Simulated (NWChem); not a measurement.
Program: NWChem. System: C₃H₃Cl₂F, charge 0, spin multiplicity 1, at a geometry optimised with B3LYP/def2-SVP. The structure started from a generated list of species. Level: RHF/def2-SVP.

The NWChem input:

```
start mol
memory heap 200 mb stack 800 mb global 1000 mb
geometry units angstroms nocenter noautoz noautosym
  F     -1.948061    -0.529307    -1.022314
  C     -1.383444    -0.003722     0.089352
  C     -0.781221     1.373410     0.001207
  C      0.109422     0.162943     0.131376
  Cl     1.044075    -0.354815    -1.272754
  Cl     0.921499    -0.115904     1.683692
  H     -1.884903    -0.323854     1.009188
  H     -0.868420     2.046511     0.858247
  H     -0.797431     1.847536    -0.984153
end
basis spherical
  * library def2-svp
end
scf
  rhf
  nopen 0
  maxiter 100
  thresh 1e-7
  semidirect memsize 60000000 filesize 0
end
task scf energy
```

Part of the output:

```
             Northwest Computational Chemistry Package (NWChem) 7.3.0
             --------------------------------------------------------

                                NWChem Input Module
                                -------------------

 Scaling coordinates for geometry "geometry" by  1.889725989
 (inverse scale =  0.529177249)

                             Geometry "geometry" -> ""
                             -------------------------

 Output coordinates in angstroms (scale by  1.889725989 to convert to a.u.)

  No.       Tag          Charge          X              Y              Z
 ---- ---------------- ---------- -------------- -------------- --------------
    1 F                    9.0000    -1.94806100    -0.52930700    -1.02231400
    2 C                    6.0000    -1.38344400    -0.00372200     0.08935200
    3 C                    6.0000    -0.78122100     1.37341000     0.00120700
    4 C                    6.0000     0.10942200     0.16294300     0.13137600
    5 Cl                  17.0000     1.04407500    -0.35481500    -1.27275400
    6 Cl                  17.0000     0.92149900    -0.11590400     1.68369200
    7 H                    1.0000    -1.88490300    -0.32385400     1.00918800
    8 H                    1.0000    -0.86842000     2.04651100     0.85824700
    9 H                    1.0000    -0.79743100     1.84753600    -0.98415300

 Effective nuclear repulsion energy (a.u.)     358.9631478014

            Nuclear Dipole moment (a.u.)
            ----------------------------
        X                 Y               Z
 ---------------- ---------------- ----------------
    -0.0000056692    -0.0000132281     0.0000226767


 Summary of "ao basis" -> "" (spherical)
 ------------------------------------------------------------------------------
       Tag                 Description            Shells   Functions and Types
 ---------------- ------------------------------  ------  ---------------------
 *                          def2-svp                  on all atoms

 Summary of "ao basis" -> "ao basis" (spherical)
 ------------------------------------------------------------------------------
       Tag                 Description            Shells   Functions and Types
 ---------------- ------------------------------  ------  ---------------------
 F                          def2-svp                 6       14   3s2p1d
 C                          def2-svp                 6       14   3s2p1d
 Cl                         def2-svp                 8       18   4s3p1d
 H                          def2-svp                 3        5   2s1p

                                 NWChem SCF Module
                                 -----------------

  ao basis        = "ao basis"
  functions       =   107
  atoms           =     9
  closed shells   =    32
  open shells     =     0
  charge          =   0.00
  wavefunction    = RHF
  use symmetry    = F
  symmetry adapt  = F

 Summary of "ao basis" -> "ao basis" (spherical)
 ------------------------------------------------------------------------------
       Tag                 Description            Shells   Functions and Types
 ---------------- ------------------------------  ------  ---------------------
 F                          def2-svp                 6       14   3s2p1d
 C                          def2-svp                 6       14   3s2p1d
 Cl                         def2-svp                 8       18   4s3p1d
 H                          def2-svp                 3        5   2s1p
[...]
    2 -104.8092
    3  -26.3038
    4  -11.3712
    5  -11.3568
    6  -11.2794
    7  -10.5750
    8  -10.5724
    9   -8.0500
   10   -8.0474
   11   -8.0464
   12   -8.0462
   13   -8.0437
   14   -8.0435
   15   -1.6050
   16   -1.2354
   17   -1.1007
   18   -1.0997
   19   -0.8721
   20   -0.8081
   21   -0.7525
   22   -0.7068
   23   -0.6945
   24   -0.6402
   25   -0.6148
   26   -0.5582
   27   -0.5574
   28   -0.5204
   29   -0.4714
   30   -0.4499
   31   -0.4462
   32   -0.4128
   33    0.1565
   34    0.1808
   35    0.2072
   36    0.2333
   37    0.2681
   38    0.2811
   39    0.3452
   40    0.3557
   41    0.3827
   42    0.5624

                       ROHF Final Molecular Orbital Analysis
                       -------------------------------------

 Vector   30  Occ=2.000000D+00  E=-4.498867D-01
              MO Center=  9.0D-01, -1.9D-01,  2.8D-01, r^2= 3.5D+00
   Bfn.  Coefficient  Atom+Function         Bfn.  Coefficient  Atom+Function
  ----- ------------  ---------------      ----- ------------  ---------------
    69      0.371232  5 Cl pz                85     -0.343028  6 Cl px
    87      0.310979  6 Cl pz                66      0.272128  5 Cl pz
    67      0.261548  5 Cl px                82     -0.239391  6 Cl px
    84      0.226566  6 Cl pz                64      0.188964  5 Cl px
    86      0.183359  6 Cl py                63      0.156024  5 Cl pz

 Vector   31  Occ=2.000000D+00  E=-4.462446D-01
              MO Center= -1.0D-01,  1.9D-01, -6.7D-02, r^2= 3.7D+00
   Bfn.  Coefficient  Atom+Function         Bfn.  Coefficient  Atom+Function
  ----- ------------  ---------------      ----- ------------  ---------------
    32     -0.292743  3 C  px                67     -0.291937  5 Cl px
    85     -0.289027  6 Cl px                45     -0.273384  4 C  s
    19      0.267948  2 C  py                68      0.215068  5 Cl py
    64     -0.198411  5 Cl px                82     -0.190350  6 Cl px
     5      0.171532  1 F  py                46      0.170307  4 C  px

 Vector   32  Occ=2.000000D+00  E=-4.127587D-01
              MO Center=  2.6D-01,  4.1D-02,  6.3D-02, r^2= 3.5D+00
   Bfn.  Coefficient  Atom+Function         Bfn.  Coefficient  Atom+Function
  ----- ------------  ---------------      ----- ------------  ---------------
    68      0.361333  5 Cl py                86      0.331350  6 Cl py
    47     -0.286511  4 C  py                31     -0.279602  3 C  s
    65      0.238141  5 Cl py                18      0.227851  2 C  px
    83      0.219122  6 Cl py                17      0.216632  2 C  s
    67      0.190874  5 Cl px                36      0.169670  3 C  py

 Vector   33  Occ=0.000000D+00  E= 1.564529D-01
              MO Center= -7.6D-01,  5.5D-01,  6.3D-01, r^2= 5.1D+00
   Bfn.  Coefficient  Atom+Function         Bfn.  Coefficient  Atom+Function
  ----- ------------  ---------------      ----- ------------  ---------------
    94      1.100652  7 H  s                 99      0.976064  8 H  s
    17     -0.828446  2 C  s                104     -0.582724  9 H  s
    51     -0.526580  4 C  pz                23     -0.462055  2 C  pz
    37     -0.433285  3 C  pz                87     -0.377719  6 Cl pz
    78      0.321214  6 Cl s                 48     -0.302442  4 C  pz

 Vector   34  Occ=0.000000D+00  E= 1.808130D-01
              MO Center=  2.6D-01,  3.7D-01, -1.7D-01, r^2= 4.5D+00
   Bfn.  Coefficient  Atom+Function         Bfn.  Coefficient  Atom+Function
  ----- ------------  ---------------      ----- ------------  ---------------
    45      1.345561  4 C  s                 31      0.954561  3 C  s
   104     -0.910906  9 H  s                 69     -0.656066  5 Cl pz
    60     -0.587917  5 Cl s                 87      0.534422  6 Cl pz
    99     -0.532898  8 H  s                 78     -0.420037  6 Cl s
    44      0.400512  4 C  s                 36      0.365320  3 C  py

 Vector   35  Occ=0.000000D+00  E= 2.071636D-01
              MO Center= -5.4D-01,  1.6D+00, -5.2D-02, r^2= 5.5D+00
   Bfn.  Coefficient  Atom+Function         Bfn.  Coefficient  Atom+Function
  ----- ------------  ---------------      ----- ------------  ---------------
    31      2.798614  3 C  s                104     -1.560970  9 H  s
    45     -1.307752  4 C  s                 99     -1.265176  8 H  s
    87     -0.433685  6 Cl pz                78      0.393286  6 Cl s
    22     -0.306218  2 C  py                94     -0.275365  7 H  s
    69      0.263699  5 Cl pz                60      0.247089  5 Cl s

 center of mass
 --------------
 x =   0.05142809 y =  -0.06685225 z =  -0.02213579

 moments of inertia (a.u.)
 ------------------
         783.555075987980          43.697544627011        -151.640569931433
          43.697544627011        1263.781628667179         -68.121703517941
        -151.640569931433         -68.121703517941         771.306101605220

  Mulliken analysis of the total density
  --------------------------------------

    Atom       Charge   Shell Charges
 -----------   ------   -------------------------------------------------------
    1 F    9     9.33   1.99  1.12  0.81  3.33  2.06  0.01
    2 C    6     5.62   1.99  0.87  0.22  1.96  0.47  0.09
    3 C    6     6.04   1.99  0.86  0.30  2.06  0.78  0.04
    4 C    6     6.08   1.99  0.90  0.34  1.97  0.80  0.08
    5 Cl  17    17.10   2.00  1.99  1.21  0.75  5.94  2.09  3.07  0.04
    6 Cl  17    17.12   2.00  1.99  1.21  0.76  5.94  2.09  3.10  0.04
    7 H    1     0.92   0.75  0.14  0.03
    8 H    1     0.90   0.74  0.14  0.03
    9 H    1     0.89   0.73  0.13  0.03

       Multipole analysis of the density wrt the origin
       ------------------------------------------------

     L   x y z        total         open         nuclear
     -   - - -        -----         ----         -------
     0   0 0 0      0.000000      0.000000     64.000000

     1   1 0 0     -0.413076      0.000000     -0.000006
     1   0 1 0      0.663832      0.000000     -0.000013
     1   0 0 1      0.453405      0.000000      0.000023

     2   2 0 0    -36.954135      0.000000    311.689154
     2   1 1 0     -1.281152      0.000000    -27.758342
     2   1 0 1     -2.568458      0.000000     68.512032
     2   0 2 0    -34.343711      0.000000     85.967849
     2   0 1 1     -0.728956      0.000000     32.058702
     2   0 0 2    -36.268039      0.000000    314.294632

 Task  times  cpu:        5.1s     wall:        5.1s

 Total times  cpu:        5.1s     wall:        5.1s
```
